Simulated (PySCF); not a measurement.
## Exercise with solution: oscillator strength and radiative lifetime

H₃InO₂, SMILES [OH][InH][OH].

The structure is a stationary point at B3LYP-D3(BJ)/def2-TZVP. The def2 effective core potentials stand for the cores of In; spin–orbit coupling is left out. Other conformers were not sampled.

PySCF with TDA-M06-2X/def2-SVPD puts the first singlet state with f over 0.02 at 6.58 eV (vertical), with the transition dipole (0.000, 0.000, -0.783) in atomic units.

Question: Find the oscillator strength, the wavelength and the radiative lifetime that this transition would have in vacuum if emission retraced absorption.

Answer: 
|μ|² = 0.6131 au, so |μ| = 1.99 D. ΔE = 6.58/27.211 = 0.2418 hartree. f = (2/3) ΔE |μ|² = 0.099 (the program prints 0.099).
λ = 1239.84/6.58 = 188 nm; ν = 53071 cm⁻¹.
Einstein's coefficient A = 0.6670 ν² f s⁻¹ (ν in cm⁻¹) = 1.9e8 s⁻¹, so τ = 1/A = 5.4 ns. This state is S4; the lower singlets have f = 0.000, 0.009, 0.002. The figure is the radiative limit of this one transition; relaxation, internal conversion, crossing to triplets and a medium change what is measured.
